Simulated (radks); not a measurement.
Question: The beryllium ion Be+, [He] 2s1. Method: non-relativistic Kohn-Sham, exchange-only PBE, spin-polarised, spherical densities, point nucleus; computed with a radial shooting solver on a logarithmic mesh with Libxc functionals. Every spin shell is full or empty, so the densities are truly spherical. Functionals are evaluated on that one density, not self-consistently. Rank these orbital-free kinetic functionals by their error against the exact value of the orbitals, and give that value: Thomas-Fermi, von Weizsacker, TF + vW, TF + vW/9, TF + vW/5, LC94, APBEK, revAPBEK, Perdew 92, Thakkar, LKT, PG1, Ernzerhof.

Answer: Exact: 14.2456 hartree. From best to worst, with 100 (|E| - |E exact|)/|E exact| (equal figures are ties): APBEK +0.33, LC94 +0.37, TF + vW/9 +0.56, Perdew 92 +0.59, Thakkar +0.61, revAPBEK +1.17, Ernzerhof +3.34, von Weizsacker -4.15, TF + vW/5 +9.08, Thomas-Fermi -10.09, PG1 +49.25, LKT +56.69, TF + vW +85.77.
